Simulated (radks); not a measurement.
The numbers below are computed, except where a source is named.
Q: Ionisation of the caesium ion Cs3+, [Kr] 4d10 5s2 5p4, to Cs4+, [Kr] 4d10 5s2 5p3, under several functionals. Dirac Kohn-Sham, spin-unpolarised, spherical densities, finite nucleus; open shells fill j = l - 1/2 first; a radial shooting solver on a logarithmic mesh with Libxc functionals. Known Delta-SCF values: LDA (Slater exchange, Perdew-Wang correlation) 44.630 eV; BLYP 44.227 eV. What does PBE give, and what is its highest occupied eigenvalue?

A: 44.381 eV by Delta-SCF; the 5p3/2 eigenvalue is -38.809 eV. NIST: 43 eV (theoretical).

Beside tabulated values, note that spin-unpolarised runs miss the spin-polarisation part of the exchange energy of open shells.
